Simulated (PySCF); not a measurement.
octafluorocyclobutane (C4F8), SMILES FC1(F)C(F)(F)C(F)(F)C1(F)F.

Coordinates come from a PBE0-D3(BJ)/def2-SVP optimisation.

Computed with HF/def2-SVP in PySCF.

Isolated molecule, no solvent.

```json
{
 "total_energy": "-946.16032 hartree",
 "point_group": "D2d",
 "highest_occupied_level": "-14.00 eV",
 "lowest_empty_level": "3.87 eV",
 "orbital_gap": "17.87 eV",
 "dipole_moment": "0.00 D",
 "quadrupole, principal values (traceless, Buckingham form, about the centre of nuclear charge)": "-2.73, 1.36, 1.36 D·Å",
 "mean_static_polarisability": "35.6 bohr³ (5.28 Å³)",
 "polarisability_principal_values": "35.4, 35.4, 36.1 bohr³"
}
```
